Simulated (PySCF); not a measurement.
Which determinant of IO⁺ lies lowest?

Unrestricted PBE0; I def2-SVP with ECP28, O def2-SVP; scalar-relativistic core potentials (PySCF 2.14). Outer shells of the fragments: I+ 4d10 5s2 5p4; O 2s2 2p4.

Followed along the bond (rough minima from three points):

```json
{"2Ms+1": "3", "unpaired": "π ↑↑", "⟨S²⟩ at the start": "2.01", "R at minimum (Å)": "1.84", "Te (eV)": "0.00"}
{"2Ms+1": "1", "unpaired": "π ↑↓", "⟨S²⟩ at the start": "1.01", "R at minimum (Å)": "1.84", "Te (eV)": "0.35"}
{"2Ms+1": "1", "unpaired": "none", "⟨S²⟩ at the start": "0.73", "R at minimum (Å)": "1.89", "Te (eV)": "1.21"}
{"2Ms+1": "3", "unpaired": "π ↑↑", "⟨S²⟩ at the start": "2.01", "R at minimum (Å)": "2.06", "Te (eV)": "1.99"}
{"2Ms+1": "5", "unpaired": "σ ↑, π ↑↑↑", "⟨S²⟩ at the start": "6.01", "R at minimum (Å)": "none in the scan", "Te (eV)": "≤ 2.67"}
```

Solutions found at the starting distance of 2.010 Å, counted from the lowest of them; the search is not exhaustive and high or unbound solutions are not listed, so other states can lie among these:

```csv
2Ms+1,unpaired,term,E (eV),⟨S²⟩,⟨Lz²⟩,μ (D)
3,π ↑↑,³Σ⁻,0.00,2.01,0.00,-1.26
1,π ↑↓,mixed,0.36,1.01,2.01,-1.49
1,none,mixed,0.94,0.73,2.01,-1.61
3,π ↑↑,mixed,1.62,2.01,2.01,-1.40
5,"σ ↑, π ↑↑↑",⁵Π,2.95,6.01,1.00,-0.13
3,"σ ↑, π ↑",mixed,3.02,2.70,1.40,-0.91
```

A term symbol is given only where ⟨S²⟩ and ⟨Lz²⟩ are close to those of a pure state; real π, δ and φ orbitals otherwise mix terms. A positive dipole points towards O; it is taken about the centre of mass and depends on that origin.

Spin–orbit coupling is left out. Counting both spins, an empty level lies below a filled one in some of these solutions, because spin and occupation are held.
